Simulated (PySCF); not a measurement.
All values below come from PBE0-D4/def2-TZVP (PySCF). Gas-phase values, no solvent. 

Reference species (SMILES): `[C-]#[NH+]` (neutral, multiplicity 1).

```
Quantity                                   Result
---------------------------------------  --------
hole reorganisation energy (four-point)  0.168 eV
HOMO                                     -9.16 eV
```

Changed species: `B=N`.

Give the shifts of the hole reorganisation energy (four-point) and HOMO.

the hole reorganisation energy (four-point) increases by 0.252 eV, to 0.420 eV; the HOMO rises by 0.59 eV, to -8.57 eV.
